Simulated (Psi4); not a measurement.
CH₄OZn (SMILES [CH3][Zn][OH]), singlet, at a GFN2-xTB geometry (such geometries of metal compounds can be far from the true shape). Base run: HF/STO-3G run with Psi4.

Here is a job for Psi4.
```
memory 2 GB

molecule mol {
0 1
Zn   -0.017256    0.014696    0.176109
C    -0.169991    1.585298   -1.038686
H    -0.894382    2.312936   -0.697578
H    -0.478570    1.232777   -2.016775
H     0.783222    2.088236   -1.145615
O     0.232777   -1.667910    0.450131
H     0.265150   -2.243340    1.207772
}

set {
  basis sto-3g
  reference rhf
}

energy('scf')
print_variables()
```

The base run was repeated with changes; each row names its change, and settings that it needs were set with it.

```
change                                            ΔE vs base (eV)  point group used  SCF cycles
------------------------------------------------  ---------------  ----------------  ----------
base                                                         0.00                c1          19
molecule keys = no_reorient                                  0.00                c1          19
jitter_ang = 0.002                                           0.01                c1          19
molecule keys = symmetry c1, no_reorient, no_com             0.00                c1          19
molecule keys = symmetry c1                                  0.00                c1          19
```
